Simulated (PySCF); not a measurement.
Isomers of C4H9Br and their computed core-level spectra.

Method used: PySCF, delta-SCF UKS SCAN, pcX-2 on the ionised atom, pcseg-1 elsewhere, spin-free X2C. Geometries: PBE0-D3(BJ)/def2-SVP; isolated species, one conformer each.

Line lists (1s up to Mg, 2p3/2 beyond, nothing for Br; areas count atoms within a level, one atom standing for each set equivalent by bonding):
1. C 1s: 290.57 (area 2), 290.98 (area 1), 291.72 (area 1) eV
2. C 1s: 290.84 (area 3), 291.94 (area 1) eV
3. C 1s: 290.65 (area 1), 290.90 (area 1), 290.94 (area 1), 291.82 (area 1) eV

Structures:
A. `CC(C)(C)Br`
B. `CC(C)CBr`
C. `CC[C@H](C)Br`

Task: Match each list to its structure.

Result: 
- 1 = B: no other candidate has these counts of sites. C 1s: 290.57 methyl carbon (×2), 290.98 sp3 CH carbon, 291.72 sp3 C–Br carbon.
- 2 = A: no other candidate has these counts of sites. C 1s: 290.84 methyl carbon (×3), 291.94 sp3 C–Br carbon.
- 3 = C: no other candidate has these counts of sites. C 1s: 290.65 methyl carbon, 290.90 chain CH2 carbon, 290.94 methyl carbon, 291.82 sp3 C–Br carbon.
